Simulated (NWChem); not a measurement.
System: C$_{2}$H$_{4}$Cl$_{2}$; SMILES ClC(Cl)C

Program: NWChem. Coordinates come from a PBE0/def2-SVP optimisation. Level: PBE0/def2-SVP with SMD (1 M gas to 1 M solution), gas-phase geometry.

What does the run give for solvent n-hexane? Quantities: solvation free energy (kcal/mol); cavity-dispersion-structure term (kcal/mol); dipole in solution (D).


```yaml
solvation free energy (kcal/mol): -4.2
cavity-dispersion-structure term (kcal/mol): -2.7
dipole in solution (D): 2.26
```
